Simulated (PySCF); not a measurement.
**Radial density of Sb⁺ (antimony, charge +1)**

UHF, [Kr] 4d10 5s2 5p2, high-spin 3P determinant. Computed with PySCF 2.14 in x2c-QZVPPall with one added diffuse shell each of s, p, d, f type (14s10p8d5f1g, 128 functions), with the spin-free X2C one-electron Hamiltonian (Gaussian nucleus).

```csv
r (bohr),4πr²ρ (e/bohr),4πr²(ρα − ρβ)
0.0296,60.13,0.0136
0.0499,61.42,0.0316
0.0839,84.48,0.0195
0.141,63.19,-0.0109
0.237,69.23,0.0581
0.399,37.72,0.0007
0.671,24.15,0.1372
1.13,14.13,-0.0201
1.90,3.305,0.8546
3.19,0.9683,0.6018
5.37,0.04670,0.0385
9.04,0.0001099,0.0001
```

Densities and radii are taken from the X2C orbitals without a picture-change correction, which distorts them close to the nucleus.

(1) Where is the radial spin density 4πr²(ρα − ρβ) most negative, and why is it negative at all?

Answers

(1) Around r = 1.13 bohr, down to -0.0201 e/bohr: exchange with the open shell polarises the paired shells in an unrestricted calculation.
